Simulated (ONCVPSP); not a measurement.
## Scattering properties, ONCV potential for Pb (Z = 82)

- Element: Pb (Z = 82)
- Generator: ONCVPSP 4.0.1
- Type: optimised norm-conserving Vanderbilt (ONCV)
- Functional: PBE
- Relativity: scalar-relativistic
- Frozen core: [Xe] 4f14
- Valence charge: 14
- Reference configuration: 5d10 6s1 6p3
- Partial waves: 6s: rc 1.90 bohr, ncon 5, nbas 9, qcut 2.7 1/bohr, 1 projector; 6p: rc 2.45 bohr, ncon 5, nbas 10, qcut 4 1/bohr, 1 projector; 5d: rc 1.15 bohr, ncon 4, nbas 9, qcut 8.1 1/bohr, 2 projectors, debl 3.9 Ha
- Local potential: polynomial inside 0.95 bohr (lpopt 5, dvloc0 0 Ha)
- Core correction: Teter function, fcfact 1.5, rcfact 1.1

The phase is arctan(r·R′/R) of the radial function R(r), unwrapped; energies in Ha, scanned from -2 to 5 Ha. A pole is an energy at which the radial function vanishes at the test radius. The pseudo phase is shifted by a multiple of π to meet the all-electron one at the reference energy, and phase errors are pseudo minus all-electron; the curves can meet again beyond the range given. Levels narrower than the energy grid can be missing from the lists of poles.

```tsv
channel	radius (bohr)	reference energy (Ha)	poles, all-electron	poles, pseudo	unbroken range about the reference energy with phases within 0.05 rad	phase error 1 Ha above the reference energy (rad)
s	1.93	-0.48	2.16	-0.81, 2.35	above -0.7	+0.015
p	2.49	-0.16	1.26	0.96, 2.62	below 0.9	-0.043
d	1.17	-0.84	4.32	4.31	the whole range	-0.000
```

Note: ghosts flagged at negative energy: s at -448.0 eV, s at -22.1 eV, p at -246.9 eV; no localised positive-energy state flagged. A true bound ghost makes a file unfit for plane-wave use.

Phases in the p channel:

```
E (Ha)  all-electron  pseudo
 -1.98         1.278   1.269
 -1.80         1.252   1.244
 -1.62         1.221   1.212
 -1.44         1.181   1.172
 -1.26         1.127   1.117
 -1.08         1.051   1.039
 -0.90         0.936   0.923
 -0.72         0.748   0.733
 -0.54         0.418   0.404
 -0.36        -0.108  -0.114
 -0.18        -0.646  -0.646
  0.00        -0.992  -0.994
  0.18        -1.191  -1.198
  0.36        -1.313  -1.326
  0.54        -1.394  -1.415
  0.72        -1.454  -1.486
  0.90        -1.500  -1.549
  1.08        -1.537  -1.619
  1.26        -1.570  -1.721
  1.44        -1.601  -1.987
  1.62        -1.630  -3.612
  1.80        -1.659  -4.397
  1.98        -1.691  -4.551
  2.16        -1.727  -4.620
  2.34        -1.771  -4.664
  2.52        -1.828  -4.696
  2.70        -1.909  -4.724
  2.88        -2.037  -4.749
  3.06        -2.267  -4.773
  3.24        -2.733  -4.798
  3.42        -3.451  -4.826
  3.60        -3.966  -4.858
  3.78        -4.221  -4.897
  3.96        -4.357  -4.950
  4.14        -4.441  -5.025
  4.32        -4.497  -5.146
  4.50        -4.537  -5.373
  4.68        -4.569  -5.859
  4.86        -4.593  -6.638
```
